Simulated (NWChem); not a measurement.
H$_{2}$AlF

```xyz
4

Al     0.0000     0.0000    -0.5654
H     -1.4088     0.0000    -1.2803
H      1.4088     0.0000    -1.2803
F      0.0000     0.0000     1.1012
```
Charge 0, spin multiplicity 1.

Program: NWChem. Structure: optimised with PBE0/def2-SVP, a minimum by its harmonic frequencies.

Symmetry labels belong to the abelian group C2v used in the runs, with the axes of the coordinates shown.

The structure started from a generated list of species.

Task: List the lowest 6 singlet excitations that TD-PBE0/def2-SVPD gives, with oscillator strengths.

Result: 
```tsv
state	symmetry	energy (eV)	wavelength (nm)	f
1	a2	5.82	213	0.000
2	b1	7.54	164	0.001
3	b2	8.08	154	0.136
4	b1	8.46	147	0.163
5	a2	8.58	145	0.000
6	b1	8.85	140	0.400
```
